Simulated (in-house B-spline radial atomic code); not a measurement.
How numerical settings move a run on Cd IV (Cd3+), [Kr] 4d9. Computed with a B-spline radial code for spherical atoms: Dirac-Kohn-Sham PBE, spherical fractional occupations, Fermi nucleus of rms radius 4.6087 fm.

Command:
```bash
python run_scf.py task.json out
```
Settings of the sound reference run:
```
Z                48
electrons        45
configuration    [Kr] 4d9
hamiltonian      dirac
method           pbe,pbe
spin_polarised   False
nucleus          fermi
rms_radius       4.6087
mass_number      114
atomic_mass      113.9034
speed_of_light   137.036
knot_spacing     0.22
spline_order     8
gauss_points     12
box_radius       16.22
max_iterations   70
damping          0.5
damped_steps     3
diis_vectors     10
tolerance        1e-08
start            Thomas-Fermi
```

Run time, properties included: 1.7 s on 1 thread of Arm Neoverse N1, with other jobs on the host.

It converges in 10 iterations to -5593.541648 hartree, with 4d5/2 at -45.5033 eV. The other runs change the listed settings, some to values that make no sense; their results aren't properties of the atom or ion. Radii are in bohr (the nuclear one in fm), a minus after a letter asks for a j subshell, and «unchanged» means within 1e-8 hartree. The run stops when the residual is below 10 × tolerance × max(1, Z/10), or a noise floor if that is larger, and the energy moves by less than 1e-8 × √|E| hartree; so very loose and very tight tolerances often act alike.

| changed settings | outcome |
| --- | --- |
| box_radius = 2.43 | converged in 9 iterations, energy +9.89e-01 hartree from the reference, 4d5/2 level +9.7e+00 eV (the program warns: 4d5/2 reaches the box edge; 4s1/2 reaches the box edge) |
| damping = 0.8 | converged in 10 iterations, energy unchanged, 4d5/2 level +1.4e-05 eV |
| method = hf, spin_polarised = True | stopped with error: spin polarisation is not served with the Dirac Hamiltonian |
| gauss_points = 5, max_iterations = 75, damping = 0.8 | converged in 10 iterations, energy -1.09e-07 hartree from the reference, 4d5/2 level +1.4e-05 eV |
| damping = 0.2 | converged in 10 iterations, energy unchanged, 4d5/2 level +1.5e-05 eV |
| damping = 0 | converged in 11 iterations, energy unchanged, 4d5/2 level +4.5e-06 eV |
| first_knot = 0.000208 | converged in 10 iterations, energy -2.13e-04 hartree from the reference, 4d5/2 level +6.7e-06 eV |
| electrons = 53, configuration = [Kr] 4d9 6s2 6p6, max_iterations = 75 | converged in 10 iterations to -5593.6760 hartree, a different physical problem (warning: 6s1/2 has a positive eigenvalue: unbound, held by the box) |
| box_radius = 0.97 | converged in 8 iterations, energy +1.59e+02 hartree from the reference, 4d5/2 level +4.2e+02 eV (the program warns: 4d5/2 has a positive eigenvalue: unbound, held by the box; 4s1/2 has a positive eigenvalue: unbound, held by the box) |
| box_radius = 64.88 | converged in 10 iterations, energy unchanged, 4d5/2 level -6.4e-07 eV |
| damping = 0.95 | converged in 11 iterations, energy unchanged, 4d5/2 level +4.3e-06 eV |
| box_radius = 2.43, max_iterations = 75, damping = 0.8, damped_steps = 8, tolerance = 0.0001 | converged in 13 iterations, energy +9.89e-01 hartree from the reference, 4d5/2 level +9.7e+00 eV (the program warns: 4d5/2 reaches the box edge; 4s1/2 reaches the box edge) |
| spline_order = 5, max_iterations = 100, tolerance = 1e-13, start = bare nucleus | converged in 11 iterations, energy +1.01e-04 hartree from the reference, 4d5/2 level +4.9e-07 eV |
| first_knot = 2.08e-05 | converged in 10 iterations, energy -2.06e-06 hartree from the reference, 4d5/2 level -6.8e-07 eV |
| first_knot = 0.0208 | converged in 10 iterations, energy +1.30e+00 hartree from the reference, 4d5/2 level -1.2e-02 eV |
| box_radius = 4.87 | converged in 10 iterations, energy +7.96e-04 hartree from the reference, 4d5/2 level +3.0e-02 eV (the program warns: 4d5/2 reaches the box edge; 4p3/2 reaches the box edge) |
| knot_spacing = 0.1, max_iterations = 12, tolerance = 1e-06 | converged in 9 iterations, energy -6.66e-06 hartree from the reference, 4d5/2 level +5.1e-05 eV |
| box_radius = 0.65 | converged in 8 iterations, energy +7.35e+02 hartree from the reference, 4d5/2 level +1.4e+03 eV (the program warns: 4d5/2 has a positive eigenvalue: unbound, held by the box; 3p1/2 has a positive eigenvalue: unbound, held by the box) |

(1) What happens with box_radius = 3.24?

(2) What happens with gauss_points = 16, first_knot = 2.08e-05, max_iterations = 50, damping = 0.8, tolerance = 1e-10?

(3) What happens with box_radius = 32.44?

(4) What happens with first_knot = 0.0625?

## Answers

(1) Converged in 9 iterations, energy +9.59e-02 hartree from the reference, 4d5/2 level +1.6e+00 eV (the program warns: 4d5/2 reaches the box edge; 4s1/2 reaches the box edge).

(2) Converged in 11 iterations, energy -2.06e-06 hartree from the reference, 4d5/2 level +1.6e-06 eV.

(3) Converged in 10 iterations, energy unchanged, 4d5/2 level -5.9e-07 eV.

(4) Converged in 10 iterations, energy +1.71e+01 hartree from the reference, 4d5/2 level -1.8e-01 eV.
